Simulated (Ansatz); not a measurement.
Al2H4, SMILES [AlH2][AlH2-], charge -1, multiplicity 2.

The structure is a stationary point at ωB97X-D3(BJ)/def2-TZVPD.

Two levels are set side by side: PBE/def2-TZVPD (Ansatz, an electronic-structure program) and PBE0/def2-TZVPD (Ansatz). Energy differences of separate SCF runs at the same geometry; the states with an electron removed or added have multiplicity 1. Differences are taken from unrounded values.

| quantity | PBE0 | PBE | PBE minus PBE0 |
|---|---|---|---|
| vertical ionisation energy (eV) | 1.60 | 1.64 | 0.04 |
